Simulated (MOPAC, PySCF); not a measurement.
H$_{8}$Si$_{4}$, SMILES `[SiH2]1[SiH2][SiH]1[SiH3]`, neutral singlet in the gas phase. 

Cartesian coordinates (Å):
```xyz
12

Si     2.1524    -0.4095     0.2985
Si     0.2291     0.0063    -0.9313
Si    -1.7089    -0.8696     0.0270
Si    -1.2916     1.4100     0.1449
H      1.7564    -0.4111     1.7324
H      3.1788     0.6450     0.0827
H      2.7437    -1.7315    -0.0401
H      0.3526     0.0603    -2.4114
H     -1.5694    -1.7293     1.2281
H     -2.8101    -1.2990    -0.8696
H     -2.1536     2.2880    -0.6841
H     -0.8794     2.0405     1.4231
```
Charge 0, multiplicity 1.

All levels are single points at this geometry (PBE0-D3(BJ)/def2-TZVP); Pople sets use spherical d functions. Orbital energies aren't observables, and empty levels follow the basis.

| level | HOMO (eV) | LUMO (eV) | gap (eV) | dipole (D) | vertical IE, Delta-SCF (eV) |
|---|---|---|---|---|---|
| PBE-D3(BJ)/def2-TZVP in PySCF | -5.90 | -1.99 | 3.91 | 0.08 | – |
| PBE0-D3(BJ)/def2-TZVP in PySCF | -6.83 | -1.17 | 5.67 | 0.09 | – |
| B3LYP/3-21G in PySCF | -6.81 | -0.42 | 6.39 | 0.11 | – |
| B3LYP/6-31G* in PySCF | -6.54 | -0.77 | 5.76 | 0.11 | 8.51 |
| PBE/6-31G* in PySCF | -5.82 | -1.53 | 4.30 | 0.09 | 8.41 |
| SVWN5/6-31G* in PySCF | -5.88 | -1.62 | 4.26 | 0.09 | – |
| HF/6-31G* in PySCF | -8.87 | 2.60 | 11.47 | 0.13 | 7.89 |
| HF/STO-3G in PySCF | -5.75 | 9.63 | 15.38 | 0.18 | – |
| PM6 in MOPAC | -8.05 | -1.25 | 6.81 | 0.19 | – |
